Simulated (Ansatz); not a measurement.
A run on C$_{2}$H$_{6}$Cl$_{2}$OZr, SMILES `C[O][Zr]([CH3])([Cl])[Cl]` with other settings.

```yaml
crystal:
  periodic: [false, false, false]
  atoms:
    - {symbol: C, position_ang: [-2.189195, 0.865497, -0.407330]}
    - {symbol: O, position_ang: [-0.850506, 0.644621, -0.081609]}
    - {symbol: Zr, position_ang: [0.959694, 0.512416, 0.404666]}
    - {symbol: C, position_ang: [1.462614, -1.591851, 0.014609]}
    - {symbol: Cl, position_ang: [2.330855, 1.817381, -0.998534]}
    - {symbol: Cl, position_ang: [1.263519, 0.872233, 2.713292]}
    - {symbol: H, position_ang: [-2.565721, 0.035459, -1.011026]}
    - {symbol: H, position_ang: [-2.289542, 1.792402, -0.978488]}
    - {symbol: H, position_ang: [-2.789296, 0.942204, 0.503387]}
    - {symbol: H, position_ang: [1.310965, -1.845016, -1.040526]}
    - {symbol: H, position_ang: [2.513520, -1.781326, 0.263015]}
    - {symbol: H, position_ang: [0.843093, -2.264030, 0.618544]}
basis:
  gaussian: {orbitals: def2-TZVP}
hamiltonian: {xc: {name: PBE0}, dispersion: d3bjatm}
output: {forces: true}
```

```sh
$ ansatz run in.yaml --threads 2 --pin off --events-out ev --progress --plain --max-ram 31744MiB --backend cpu
```

Shortened log:

```
Functional definition: PBE0
1710 factors; their error is unknown
mean field evaluation 1: about -30527.3468 eV, gradient 7.8e1 eV
mean field evaluation 2: about -30475.0591 eV, gradient 1.8e2 eV
mean field evaluation 4: about -30539.5092 eV, gradient 1.4e1 eV
mean field evaluation 8: about -30539.8757 eV, gradient 1.1e-1 eV
mean field evaluation 16: about -30539.9668 eV, gradient 3.2e-3 eV
mean field -30539.96682858 eV, -1122.3230802172 hartree, gradient 3.9e-5 eV, S^2 0.000000; 0 other end points of the search recorded, 0 dependent functions left out
reference -30539.96687916 eV, -1122.3230820761 hartree; 36, 36 occupied and 207, 207 virtual orbitals, 1710 factors
Total energy: -30540.24009211 eV, -1122.3331224669 hartree
Atom 0 at    -2.189195     0.865497    -0.407330 Å, force    -0.003378     0.000159    -0.000566 eV/Å
Atom 1 at    -0.850506     0.644621    -0.081609 Å, force    -0.012244     0.000231    -0.003672 eV/Å
Atom 2 at     0.959694     0.512416     0.404666 Å, force     0.002350     0.002597     0.001554 eV/Å
Atom 3 at     1.462614    -1.591851     0.014609 Å, force     0.002904    -0.008790    -0.002215 eV/Å
Atom 4 at     2.330855     1.817381    -0.998534 Å, force     0.002925     0.000958    -0.001577 eV/Å
Atom 5 at     1.263519     0.872233     2.713292 Å, force     0.001210    -0.000593     0.003463 eV/Å
Atom 6 at    -2.565721     0.035459    -1.011026 Å, force     0.002120     0.002364     0.003068 eV/Å
Atom 7 at    -2.289542     1.792402    -0.978488 Å, force     0.001808    -0.003905     0.001606 eV/Å
Atom 8 at    -2.789296     0.942204     0.503387 Å, force     0.003668     0.000722    -0.002826 eV/Å
Atom 9 at     1.310965    -1.845016    -1.040526 Å, force     0.000052     0.001800     0.002347 eV/Å
Atom 10 at     2.513520    -1.781326     0.263015 Å, force    -0.002487     0.001947    -0.000063 eV/Å
Atom 11 at     0.843093    -2.264030     0.618544 Å, force     0.001074     0.002511    -0.001119 eV/Å
Dipole moment:    -0.608158    -0.176162    -0.219172 e Å
```

It took 8.5 s on 2 threads of a server CPU on a shared host, with 0.85 GiB of host memory at the peak.
